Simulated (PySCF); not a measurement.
C2H6ClFSi, SMILES Cl[C@@H](C[SiH3])F.

Coordinates come from a PBE-D3(BJ)/def2-SVP optimisation. The structure was generated by enumeration; whether it is a known compound was not checked. The values are those of a single conformer.

Two levels are set side by side: PBE/def2-TZVP (PySCF) and PBE0/def2-TZVP (PySCF). Same geometry, gas phase. Differences are taken from unrounded values.

```json
[
 {"quantity": "orbital gap (eV)", "PBE": "6.52"},
 {"quantity": "highest occupied level (eV)", "PBE": "-7.34"},
 {"quantity": "lowest empty level (eV)", "PBE": "-0.81"},
 {"quantity": "dipole moment (D)", "PBE": "2.13"},
 {"quantity": "mean polarisability (bohr³)", "PBE": "67.0"}
]
```

**Question.** These are the PBE values. What does PBE0 give? (Estimate from the structure and the level; the computed values follow.)

**Answer.** 
```tsv
quantity	PBE0	PBE minus PBE0
orbital gap (eV)	9.04	-2.51
highest occupied level (eV)	-8.77	1.44
lowest empty level (eV)	0.26	-1.08
dipole moment (D)	2.22	-0.10
mean polarisability (bohr³)	64.7	2.3
```

Without exact exchange PBE keeps part of each electron's self-repulsion, which lifts occupied levels and narrows the gap. PBE's more diffuse valence density responds more strongly to a field. Differences between two approximate levels are no errors against the true value.

Rough cost on one machine, each run with all the roots and properties that it gave: PBE0 against PBE within a factor of 2.
